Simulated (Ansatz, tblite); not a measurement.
Forces on the cluster Si₂N₂O at its r2SCAN-D4/def2-SVP geometry. The state is a singlet with charge 0.

The xTB rows come from tblite. The structure comes from a short search, and lower isomers may exist.

GFN1-xTB (tblite), largest force 3.72 eV/Å:

```xyz
5
positions Å, forces eV/Å
Si    1.782    0.606    0.591   -0.402    0.083   -0.406
Si   -0.582    0.870    0.587    0.069   -1.254   -0.876
N    -1.182   -1.904   -0.485   -0.822   -2.030   -0.594
N    -0.777   -0.901   -0.173    1.049    3.339    1.266
O     0.759    1.330   -0.519    0.106   -0.137    0.610
```

GFN2-xTB (tblite), largest force 3.20 eV/Å:

```
Si -1.449 0.388 -0.648
Si 0.516 -1.709 -0.759
N -0.734 -1.052 -0.220
N 1.236 2.801 0.922
O 0.430 -0.428 0.706
```

PBE-D4/def2-TZVP (Ansatz), largest force 0.18 eV/Å:

```
Si -0.135 0.020 -0.092
Si 0.081 -0.014 -0.064
N -0.038 -0.155 -0.047
N 0.033 0.150 0.087
O 0.059 -0.001 0.116
```
